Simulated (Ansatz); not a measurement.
Geometry optimisation of AlGaAs₂.

```yaml
crystal:
  periodic: [false, false, false]
  atoms:
    - {symbol: Al, position_ang: [-2.357493, -0.135575, 0.170327]}
    - {symbol: Ga, position_ang: [2.378511, 0.137173, -0.161363]}
    - {symbol: As, position_ang: [0.055469, -1.143813, -0.001872]}
    - {symbol: As, position_ang: [-0.076487, 1.142225, -0.007091]}
basis:
  gaussian: {orbitals: def2-SVP}
magnetization: {spin_polarized: true, initial_magnetization: 2}
hamiltonian: {xc: r2scan, dispersion: d4}
scf: {lower_state_search: "off"}
output: {orbitals: {seedname: orbitals}}
relax: {f_tol: 0.02, max_steps: 100}
```

```sh
$ ansatz run in.yaml --threads 4 --pin off --events-out ev --progress --plain --max-ram 4787MiB
```

Output, abridged:

```
Functional definition: r2SCAN
mean field -180632.69003689 eV, -6638.1289216210 hartree, gradient 1.8e-6 eV, S^2 2.029802; 0 other end points of the search recorded, 0 dependent functions left out
relax step   1: F+E_penalty+E_count = -180632.72911224 eV  Δ(F+E_penalty+E_count) = +0.000e0 eV  max|allowed force component| = 2.801e0 eV/Å  Δτ_max = 0.0000 Å  (24 SCF iters, accepted)
mean field -180633.44573610 eV, -6638.1566930546 hartree, gradient 1.7e-6 eV, S^2 2.025829; 0 other end points of the search recorded, 0 dependent functions left out
relax step   2: F+E_penalty+E_count = -180633.48501378 eV  Δ(F+E_penalty+E_count) = -7.559e-1 eV  max|allowed force component| = 8.907e-1 eV/Å  Δτ_max = 0.1906 Å  (28 SCF iters, accepted)
mean field -180633.54326168 eV, -6638.1602770535 hartree, gradient 3.0e-6 eV, S^2 2.023594; 0 other end points of the search recorded, 0 dependent functions left out
relax step   3: F+E_penalty+E_count = -180633.58269526 eV  Δ(F+E_penalty+E_count) = -9.768e-2 eV  max|allowed force component| = 2.560e-1 eV/Å  Δτ_max = 0.1119 Å  (21 SCF iters, accepted)
mean field -180633.54627781 eV, -6638.1603878945 hartree, gradient 1.8e-6 eV, S^2 2.024080; 0 other end points of the search recorded, 0 dependent functions left out
relax step   4: F+E_penalty+E_count = -180633.58569212 eV  Δ(F+E_penalty+E_count) = -2.997e-3 eV  max|allowed force component| = 2.897e-2 eV/Å  Δτ_max = 0.0167 Å  (25 SCF iters, accepted)
mean field -180633.54656527 eV, -6638.1603984584 hartree, gradient 2.9e-6 eV, S^2 2.024168; 0 other end points of the search recorded, 0 dependent functions left out
relax step   5: F+E_penalty+E_count = -180633.58598042 eV  Δ(F+E_penalty+E_count) = -2.883e-4 eV  max|allowed force component| = 7.541e-3 eV/Å  Δτ_max = 0.0117 Å  (24 SCF iters, accepted)
mean field -180633.54662894 eV, -6638.1604007983 hartree, gradient 2.7e-6 eV, S^2 2.024184; 0 other end points of the search recorded, 0 dependent functions left out
relax step   6: F+E_penalty+E_count = -180633.58604380 eV  Δ(F+E_penalty+E_count) = -6.338e-5 eV  max|allowed force component| = 7.845e-3 eV/Å  Δτ_max = 0.0021 Å  (18 SCF iters, accepted)
mean field -180633.52958610 eV, -6638.1597744853 hartree, gradient 3.6e-6 eV, S^2 2.027698; 0 other end points of the search recorded, 0 dependent functions left out
relax step   7: F+E_penalty+E_count = -180633.56900478 eV  Δ(F+E_penalty+E_count) = +1.704e-2 eV  max|allowed force component| = 6.993e-1 eV/Å  Δτ_max = 0.1952 Å  (30 SCF iters, rejected (line search))
mean field -180633.54800536 eV, -6638.1604513806 hartree, gradient 2.6e-6 eV, S^2 2.024389; 0 other end points of the search recorded, 0 dependent functions left out
relax step   8: F+E_penalty+E_count = -180633.58742005 eV  Δ(F+E_penalty+E_count) = -1.376e-3 eV  max|allowed force component| = 4.962e-2 eV/Å  Δτ_max = 0.0315 Å  (24 SCF iters, accepted)
mean field -180633.55446399 eV, -6638.1606887309 hartree, gradient 2.0e-6 eV, S^2 2.025563; 0 other end points of the search recorded, 0 dependent functions left out
relax step   9: F+E_penalty+E_count = -180633.59388974 eV  Δ(F+E_penalty+E_count) = -6.470e-3 eV  max|allowed force component| = 2.490e-1 eV/Å  Δτ_max = 0.0995 Å  (29 SCF iters, accepted)
mean field -180633.56770151 eV, -6638.1611752008 hartree, gradient 2.1e-6 eV, S^2 2.026671; 0 other end points of the search recorded, 0 dependent functions left out
relax step  10: F+E_penalty+E_count = -180633.60721296 eV  Δ(F+E_penalty+E_count) = -1.332e-2 eV  max|allowed force component| = 4.967e-2 eV/Å  Δτ_max = 0.1367 Å  (28 SCF iters, accepted)
mean field -180633.56822529 eV, -6638.1611944492 hartree, gradient 1.8e-6 eV, S^2 2.026283; 0 other end points of the search recorded, 0 dependent functions left out
relax step  11: F+E_penalty+E_count = -180633.60772838 eV  Δ(F+E_penalty+E_count) = -5.154e-4 eV  max|allowed force component| = 4.892e-3 eV/Å  Δτ_max = 0.0158 Å  (24 SCF iters, accepted)
Total energy: -180633.60774198 eV, -6638.1626466607 hartree
Atom 0 at    -1.996287    -0.114371     0.395557 Å, force     0.000386     0.000021     0.000163 eV/Å
Atom 1 at     2.105370     0.121802     0.101021 Å, force    -0.004892    -0.000260    -0.000529 eV/Å
Atom 2 at     0.019116    -1.279233    -0.245379 Å, force     0.002112     0.002199     0.000175 eV/Å
Atom 3 at    -0.128199     1.271812    -0.251197 Å, force     0.002394    -0.001960     0.000190 eV/Å
Dipole moment:    -0.108828    -0.005929     0.156730 e Å
Checks for a lower state left out: stability, starts, cluster_reference, orbital_swaps, neighbouring_geometries, increment
```

Hardware: 4 threads of Arm Neoverse V2 on a shared host. Wall time 40 s.

At r2SCAN-D4/def2-SVP a singlet of charge 0 lies 0.23 eV below the triplet, each at its own geometry. The structure comes from a short search, and lower isomers may exist.
